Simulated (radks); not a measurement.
The strontium ion Sr+ inside a hard spherical wall (all orbitals vanish at R), configuration held at [Kr] 5s1 and not refilled when levels cross. All-electron calculation, scalar-relativistic Kohn-Sham, r2SCAN, spin-unpolarised, spherical densities, finite nucleus; meta-GGA in the generalised Kohn-Sham scheme; Fermi nuclear charge, rms radius 4.224 fm. Program: a radial shooting solver on a logarithmic mesh with Libxc functionals. Eigenvalues in eV, with the zero of energy where the potential of the charges vanishes at infinity; a dash marks a level that is unbound or too diffuse for the functional's potential to be trusted. A positive occupied level is held by the wall or, in an anion where self-interaction has pushed it up, behind a barrier. The pressure on the wall is -dE/dV.

| R (bohr) | E (hartree) | kinetic (hartree) | e(3d) | e(4s) | e(4p) | e(5s) | e(4d, empty) | e(5p, empty) | pressure (GPa) |
|---|---|---|---|---|---|---|---|---|---|
| free | -3179.76704 | 3260.886 | -136.54 | -48.659 | -29.909 | -8.216 | -6.429 | -5.215 | 0 |
| 20 | -3179.76704 | 3260.886 | -136.54 | -48.659 | -29.909 | -8.216 | -6.429 | -5.215 | < 0.0001 |
| 15 | -3179.76703 | 3260.886 | -136.54 | -48.659 | -29.909 | -8.216 | -6.429 | -5.214 | < 0.0001 |
| 7 | -3179.74999 | 3260.994 | -135.99 | -48.141 | -29.409 | -7.534 | -5.936 | -3.773 | 0.864 |
| 6 | -3179.71859 | 3261.136 | -135.45 | -47.646 | -28.937 | -6.477 | -5.362 | -1.930 | 3.26 |
| 5 | -3179.62915 | 3261.486 | -134.44 | -46.772 | -28.114 | -3.725 | -4.127 | 2.373 | 13.9 |
| 4 | -3179.33057 | 3262.654 | -131.92 | -44.827 | -26.219 | 4.376 | -0.913 | 13.513 | 80.5 |
| 3.5 | -3178.91197 | 3264.332 | -128.87 | -42.634 | -23.926 | 14.115 | 2.826 | 25.693 | 234 |
| 3 | -3177.92020 | 3268.207 | -122.80 | -38.268 | -19.067 | 33.492 | 10.221 | 48.381 | 793 |
| 2.5 | -3175.29520 | 3277.638 | -110.78 | -28.653 | -7.892 | 74.709 | 25.977 | 93.979 | 3180 |
| 1.5 | -3139.10549 | 3382.480 | -36.658 | 78.103 | 111.89 | 433.94 | 166.17 | 461.73 | 112000 |
